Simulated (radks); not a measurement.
Values are calculated unless marked as measured or tabulated.
Task: Radial electron density D(r) = 4 pi r^2 rho(r) of an atom or ion with 40.7 electrons. Code: a radial shooting solver on a logarithmic mesh with Libxc functionals. Model: scalar-relativistic Kohn-Sham, PBE, spin-polarised, spherical densities, point nucleus.

r (bohr)  D(r) (e/bohr)  spin D(r)
0.002055          2.997  -0.000129
0.002374          3.838  -0.000164
0.002719          4.830  -0.000206
0.003116          6.052  -0.000257
0.003569          7.546  -0.000318
0.004089          9.357  -0.000391
0.004685          11.53  -0.000477
0.005368          14.10  -0.000575
0.00615           17.11  -0.000684
0.007046          20.56  -0.000800
0.008137          24.68  -0.000923
0.009322          28.95   -0.00103
0.01068           33.49   -0.00110
0.01224           38.11   -0.00111
0.01402           42.60   -0.00101
0.01606           46.65  -0.000761
0.0184            49.95  -0.000279
0.02108           52.18   0.000521
0.02415           53.10    0.00175
0.02789           52.60    0.00364
0.03196           50.90    0.00611
0.03661           48.53    0.00938
0.04195           46.24     0.0136
0.04806           44.96     0.0189
0.05506           45.53     0.0257
0.06308           48.36     0.0345
0.07227           53.17     0.0465
0.0828            58.87     0.0639
0.09562           63.88     0.0919
0.1096            65.71      0.132
0.1255            63.55      0.192
0.1438            57.72      0.276
0.1647            50.15      0.383
0.1887            43.72      0.505
0.2162            40.94      0.623
0.2477            42.48      0.703
0.2838            46.58      0.708
0.3278            49.90      0.605
0.3756            48.81      0.411
0.4303            42.60      0.180
0.4929            32.94    0.00779
0.5648            23.02    0.00904
0.647             15.69      0.270
0.7413            12.02      0.811
0.8493            11.23       1.57
0.973             11.51       2.37
1.124             11.25       3.05
1.287             9.909       3.36
1.475             7.816       3.29
1.69              5.594       2.91
1.936             3.703       2.33
2.218             2.305       1.71
2.541             1.358       1.14
2.911            0.7541      0.687
3.336            0.3885      0.372
3.852            0.1733      0.170
4.413           0.07103     0.0706
5.056           0.02478     0.0247
5.793          0.007088    0.00708
6.637          0.001608    0.00161

What is the nuclear charge?

Result: Z = 42. The innermost maximum, from 1s, lies near gamma/Z bohr with gamma = sqrt(1 - (Z/c)^2) = 0.952, here 0.0227 bohr (found: 0.0247), and its height grows with Z. The density is that of the molybdenum ion Mo1.3+ in [Ar] 3d10 4s2 4p(up 3, down 2.7) 4d5; the configuration itself is not fixed sharply by these data, and Z only to a few units. D(r) has 4 maxima, at r = 0.0247, 0.110, 0.341, 1.01 bohr, and minima at 0.0496, 0.220, 0.843 bohr, inside which lie 2.03, 11.10, 29.25 electrons.
